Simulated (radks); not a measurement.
Ionisation of the magnesium ion Mg3+, [He] 2s2 2p5, to [He] 2s2 2p4 as the strength of local exchange is varied. All-electron calculation, Dirac Kohn-Sham, Slater X-alpha exchange (alpha = 2/3 is LDA exchange), no correlation, spin-unpolarised, spherical densities, finite nucleus; open shells fill j = l - 1/2 first; Fermi nuclear charge, rms radius 3.057 fm. Program: a radial shooting solver on a logarithmic mesh with Libxc functionals.

| alpha | E(Mg3+) (hartree) | exchange (hartree) | IE (eV) | -e of the level emptied (eV) | <r> of it (bohr) |
|---|---|---|---|---|---|
| 0.557 | -192.68808 | -11.07730 | 105.85 | 90.052 (2p3/2) | 0.6537 |
| 0.667 | -194.88523 | -13.38046 | 110.17 | 94.177 (2p3/2) | 0.6440 |
| 0.821 | -197.99324 | -16.66881 | 116.35 | 100.11 (2p3/2) | 0.6311 |
| 0.889 | -199.37748 | -18.14454 | 119.14 | 102.79 (2p3/2) | 0.6255 |
| 0.989 | -201.42635 | -20.34113 | 123.30 | 106.79 (2p3/2) | 0.6176 |
| 1.031 | -202.29157 | -21.27306 | 125.07 | 108.50 (2p3/2) | 0.6143 |
| 1.038 | -202.43604 | -21.42892 | 125.37 | 108.78 (2p3/2) | 0.6138 |

NIST Atomic Spectra Database: 109.27 eV (semi-empirical). The Delta-SCF value meets it near alpha = 0.64. Spin polarisation and multiplet splitting are left out, so open shells lie too high by an amount that depends on their filling.

Beside tabulated values, note that spin-unpolarised runs miss the spin-polarisation part of the exchange energy of open shells.
